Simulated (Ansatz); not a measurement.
Q: Name a neutral molecule of C, O, S, Si and H with HOMO energy (PBE0/def2-TZVPP) between -7.65 and -7.35 eV and LUMO energy (PBE/def2-TZVPP) between -1.00 and -0.70 eV (Ansatz, PBE0-D4/def2-TZVP geometry).

A: `OC[SiH](O)S` (-7.60 eV, -0.71 eV); `[SiH3]SC1CO1` (-7.35 eV, -0.76 eV); `O[Si]1(S)CO1` (-7.40 eV, -0.79 eV); `OC(S)O[SiH3]` (-7.46 eV, -0.84 eV); `O[SiH2]OCS` (-7.59 eV, -0.89 eV); `CO[SiH]([SiH3])S` (-7.52 eV, -0.92 eV). Other molecules can fit too; these were computed, each in one conformer that needn't be the lowest.
